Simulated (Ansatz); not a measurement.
Start from `ClC(Br)(Br)Br` and change one atom or group to get `ClC(Cl)(Br)Br`.

Ansatz, PBE0-D4/def2-TZVP geometries, multiplicity 1. 

Scalar relativity is left out up to krypton. Spin–orbit coupling is left out; it splits and shifts lone-pair levels of the heavy atoms by tenths of an eV.

```tsv
property	`ClC(Br)(Br)Br`
zero-point energy (PBE0-D4/def2-TZVP) / kJ/mol	20.5
size of the dipole moment (ωB97M-V/def2-TZVPP) / D	0.04
HOMO–LUMO gap (B3LYP/def2-TZVPP) / eV	5.39
size of the dipole moment (B3LYP/def2-TZVPP) / D	0.01
HOMO–LUMO gap (PBE/def2-TZVPP) / eV	3.66
HOMO energy (PBE0/def2-TZVPP) / eV	-8.25
```

Q: What does the change do to each property? (An estimate is asked.)

A: Computed: 
```json
{"property": "zero-point energy (PBE0-D4/def2-TZVP) / kJ/mol", "`ClC(Cl)(Br)Br`": "22.1", "shift": "1.6"}
{"property": "size of the dipole moment (ωB97M-V/def2-TZVPP) / D", "`ClC(Cl)(Br)Br`": "0.03", "shift": "-0.01"}
{"property": "HOMO–LUMO gap (B3LYP/def2-TZVPP) / eV", "`ClC(Cl)(Br)Br`": "5.71", "shift": "0.32"}
{"property": "size of the dipole moment (B3LYP/def2-TZVPP) / D", "`ClC(Cl)(Br)Br`": "0.00", "shift": "-0.01"}
{"property": "HOMO–LUMO gap (PBE/def2-TZVPP) / eV", "`ClC(Cl)(Br)Br`": "3.93", "shift": "0.27"}
{"property": "HOMO energy (PBE0/def2-TZVPP) / eV", "`ClC(Cl)(Br)Br`": "-8.36", "shift": "-0.11"}
```

With PBE0 the HOMO falls by 0.11 eV and the LUMO rises by 0.21 eV, so the gap widens by about 0.32 eV. PBE moves the HOMO by -0.10 eV and ωB97M-V by -0.13 eV.

B3LYP here is the variant with VWN-RPA as its local correlation; programs differ in this.
